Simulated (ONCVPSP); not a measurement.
An odd input for ONCVPSP 4.0.1 (bromine (Br))

Command:

```bash
oncvpsp.x < Br.dat > Br.out
```

Input:

```
# ATOM AND REFERENCE CONFIGURATION
# atsym  z   nc   nv     iexc    psfile
  Br 35.00    5    3        4      upf
#
#   n    l    f
    1    0    2.00
    2    0    2.00
    2    1    6.00
    3    0    2.00
    3    1    6.00
    3    2   10.00
    4    0    2.00
    4    1    6.50
#
# PSEUDOPOTENTIAL AND OPTIMIZATION
# lmax
    2
#
#   l,   rc,      ep,       ncon, nbas, qcut
    0    1.20    0.00    4    7    4.40
    1    1.55    0.00    4    7    5.30
    2    0.95    0.00    4    8   15.90
#
# LOCAL POTENTIAL
# lloc, lpopt,  rc(5),   dvloc0
    4    5    0.70    0.00
#
# VANDERBILT-KLEINMAN-BYLANDER PROJECTORs
# l, nproj, debl
    0    2    1.60
    1    1    1.40
    2    3    0.80
#
# MODEL CORE CHARGE
# icmod, fcfact, rcfact
    3    2.00    1.40
#
# LOG DERIVATIVE ANALYSIS
# epsh1, epsh2, depsh
   -4.00    5.00    0.02
#
# OUTPUT GRID
# rlmax, drl
    6.00    0.01
#
# TEST CONFIGURATIONS
# ncnf
    4
# nvcnf
#   n    l    f
    3
    3    2   10.00
    4    0    2.00
    4    1    4.00
#
    3
    3    2   10.00
    4    0    2.00
    4    1    3.00
#
    3
    3    2   10.00
    4    0    2.00
    4    1    2.00
#
    3
    3    2   10.00
    4    0    1.00
    4    1    5.00
#
```

This is an input that runs to its end, with one change: occupation of the last valence shell set to 6.50. The unchanged file is no sound one. Note: ghosts flagged at negative energy: s at -194.8 eV, p at -29.9 eV; GHOST(+) flags only above 600 eV. A true bound ghost makes a file unfit for plane-wave use.

Q: How does the run end?

A: The program refuses the input: "test_data: reference configuration is negative ion".

```
ONCVPSP  (Optimized Norm-Conservinng Vanderbilt PSeudopotential)
scalar-relativistic version 4.0.1

test_data: reference configuration is negative ion
ERROR: test_data found   1 ERROR; stopping
```
